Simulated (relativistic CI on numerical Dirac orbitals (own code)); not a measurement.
## V²⁺ in a cubic cluster: 2p photoemission with charge transfer

Computed with a charge-transfer multiplet model of a cubic metal-ligand cluster with up to one ligand hole, Slater and spin-orbit integrals from Dirac-Coulomb-Breit ions, Slater integrals scaled by 0.7. The ground state mixes d3 with configurations of k ligand holes L, whose averages lie at kΔ + k(k − 1)U_dd/2; a core hole lowers each added d electron by U_cd. 20 K, Lorentzian 0.6 eV and Gaussian 0.8 eV FWHM.

Atomic integrals in eV (Slater integrals scaled, ζ unscaled), ground: F2dd 6.242, F4dd 3.880, zeta_d 0.019; with the core hole: F2dd 7.631, F4dd 4.784, zeta_d 0.036, zeta_core 4.610, F2cd 4.267, G1cd 3.142, G3cd 1.783.

Cluster parameters (eV): U_dd = 5, U_cd = 6.2, 10Dq = 1.3, 10Dq(ligand) = 0.7, V(eg) = 1.8, V(t2g) = -0.95, final-state hopping factor = 1.

```
      Case   n_d    d3   d4L     S
Δ = 4.9 eV  3.23  0.77  0.23  1.50
Δ = 5.9 eV  3.19  0.81  0.19  1.50
Δ = 6.9 eV  3.17  0.83  0.17  1.50
```

Weights, n_d and S are thermal averages at 20 K. Binding energies count from the first peak over 30 % of the highest in each spectrum, which can be another peak from case to case. The parameters are a model scan and need not match a compound or its usual spin state. Peaks in eV (height, largest 100):
- Δ = 4.9 eV: 0.0 (100), 3.7 (17), 8.0 (67), 16.0 (8)
- Δ = 5.9 eV: 0.0 (100), 3.9 (15), 8.0 (65), 15.9 (7)
- Δ = 6.9 eV: 0.0 (100), 4.1 (14), 8.0 (60), 16.0 (5)

For the case Δ = 5.9 eV, Δ = 5.9 eV is larger than U_dd = 5 eV, the Mott-Hubbard side of the Zaanen-Sawatzky-Allen scheme. With the core hole the configuration with one ligand hole lies at Δ − U_cd = -1.3, -0.3, 0.7 eV from the one without, in the order of the table; where this is negative the screened configuration lies lower, though the effective hopping of about 3.9 eV (from the holes of the mixed ground state) mixes the two strongly wherever it is as large as the gap.

With at most 1 ligand hole the space is cut while the next configuration still counts, so covalency is underestimated, and a final configuration with one more ligand hole, which can lie low, is missing from the spectra.
